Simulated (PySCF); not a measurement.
An equivalent PySCF input for I³⁺ (iodine, charge +3), [Kr] 4d10 5s2 5p2, high-spin 3P determinant, with a scalar-relativistic core potential:

```python
from pyscf import gto, scf, dft, mp, cc
import basis_set_exchange as bse
txt = bse.get_basis("def2-SVP", elements=["I"], fmt="nwchem", header=False)
cut = txt.index("\nECP")
mol = gto.M(atom="I 0 0 0", charge=3, spin=2, symmetry="D2h",
            basis=gto.basis.parse(txt[:cut]),
            ecp={"I": gto.basis.parse_ecp(txt[cut:])})
mf = dft.UKS(mol, xc="TPSS")
mf.irrep_nelec = {'Ag': (4, 4), 'B1g': (1, 1), 'B2g': (1, 1), 'B3g': (1, 1), 'B1u': (2, 1), 'B2u': (2, 1), 'B3u': (1, 1)}
mf.kernel()
```

It reaches the same state as the run whose output follows, with an energy that differs only through the grid. The run itself started from symmetry-adapted Hartree-Fock orbitals and held the occupation by maximum overlap, on a logarithmic radial grid, so the iterations belong to that start.

```
SCF conv_tol = 1e-09
number electrons alpha = 12  beta = 10
XC functionals = TPSS
    J. Tao, J. P. Perdew, V. N. Staroverov, and G. E. Scuseria.,  Phys. Rev. Lett. 91, 146401 (2003)
    J. P. Perdew, J. Tao, V. N. Staroverov, and G. E. Scuseria.,  J. Chem. Phys. 120, 6898 (2004)
    J. Tao, J. P. Perdew, V. N. Staroverov, and G. E. Scuseria.,  Phys. Rev. Lett. 91, 146401 (2003)
    J. P. Perdew, J. Tao, V. N. Staroverov, and G. E. Scuseria.,  J. Chem. Phys. 120, 6898 (2004)
cycle= 1 E= -295.369285072506  delta_E= -0.00456  |g|= 0.0202  |ddm|= 0.252
cycle= 2 E= -295.369334564971  delta_E= -4.95e-05  |g|= 0.00564  |ddm|= 0.0128
cycle= 3 E= -295.369340382451  delta_E= -5.82e-06  |g|= 0.000361  |ddm|= 0.00573
cycle= 4 E= -295.369340419142  delta_E= -3.67e-08  |g|= 1.69e-05  |ddm|= 0.000546
cycle= 5 E= -295.36934041926  delta_E= -1.18e-10  |g|= 3.55e-08  |ddm|= 3.12e-05
converged SCF energy = -295.36934041926  <S^2> = 2.0014404  2S+1 = 3.0009601
```

Energies and moments cover only the electrons outside the core potential.
